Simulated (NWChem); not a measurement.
SnSiH4S, singlet; SMILES [SiH3][Sn][SH]

```xyz
7

Sn     0.7203    -0.1746     0.0001
S     -1.3121    -1.5229     0.0002
H     -0.6941    -2.7267    -0.0034
Si    -0.7939     2.0245     0.0001
H     -2.2673     1.7566     0.0268
H     -0.4906     2.8457    -1.2193
H     -0.4522     2.8770     1.1874
```
Atoms are numbered in this order, from 1.

Low-valent species are run as closed-shell singlets; no triplet was tried in these runs. The geometry was optimised at PBE0/def2-SVP. def2 effective core potentials on Sn; no spin-orbit coupling.

Q: List the 6 lowest vertical singlet excitations from BHandHLYP/def2-SVP with def2 effective core potentials on Sn, TDA (NWChem).

A: 
| state | energy (eV) | oscillator strength | leading excitation (squared amplitude) |
|---|---|---|---|
| S1 | 2.50 | 0.009 | HOMO → LUMO (0.99) |
| S2 | 4.14 | 0.012 | HOMO−2 → LUMO (0.98) |
| S3 | 4.43 | 0.026 | HOMO−1 → LUMO (0.81) |
| S4 | 5.10 | 0.109 | HOMO → LUMO+1 (0.80) |
| S5 | 5.96 | 0.008 | HOMO−1 → LUMO+1 (0.95) |
| S6 | 6.46 | 0.489 | HOMO → LUMO+2 (0.68) |
